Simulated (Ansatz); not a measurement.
AlBrH₃N (`[NH2][AlH][Br]`). The species carries charge 0 and has multiplicity 1. Correlated methods include outer-core shells of Br, which these sets cover unevenly. Scalar relativity is left out up to krypton.

Z-matrix (Å, degrees):
```
N
Al 1 1.756
H 1 1.007 2 124.9
H 1 1.007 2 124.3 3 180.0
Br 2 2.258 1 117.4 3 -0.0
H 2 1.571 1 121.8 3 -180.0
```

**Question.** Give the diagnostics of a CCSD(T)/def2-TZVPP run (frozen core, Ansatz 0.2.0). (Estimate.)

**Answer.** Ansatz gave: T1 = 0.0083, largest single amplitude 0.024, largest double 0.023, (T) share of the correlation energy 3.3 %, 9 CCSD cycles. The RHF solution is stable towards an unrestricted one. T1 lies under the customary mark of 0.02 for closed shells.
